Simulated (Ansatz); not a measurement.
Molecule: difluorosilane, sum formula SiH2F2, net charge 0, singlet state. SMILES: F[SiH2]F
Geometry: optimised at B3LYP-D3(BJ)/def2-TZVP (Ansatz, a first-principles code).

Computed values are from Ansatz. Correlated levels leave the core frozen unless marked. Open shells are spin-unrestricted. No spin-orbit coupling. No relativistic terms. CBS(X,Y): correlation extrapolated as X^-3; Hartree-Fock from the larger set (for Q and 5 zeta extrapolated as (X+1)exp(-9√X)).

Task: What is the total energy at CCSD(T)/CBS(cc-pV(Q+d)Z,cc-pV(5+d)Z)?

Result: -489.9928 Eh.

Task: What is the vertical ionisation energy (to the doublet) at CCSD(T)/CBS(aug-cc-pV(T+d)Z,aug-cc-pV(Q+d)Z)?

Result: 13.17 eV.

Task: What is the T1 diagnostic at CCSD/cc-pV(5+d)Z?

Result: 0.011.

Task: What is the dipole moment at CCSD(T)/aug-cc-pV(D+d)Z?

Result: 1.57 D.

Task: What is the atomisation energy De at CCSD(T)/CBS(cc-pV(Q+d)Z,cc-pV(5+d)Z)?

Result: 1873.7 kJ/mol.
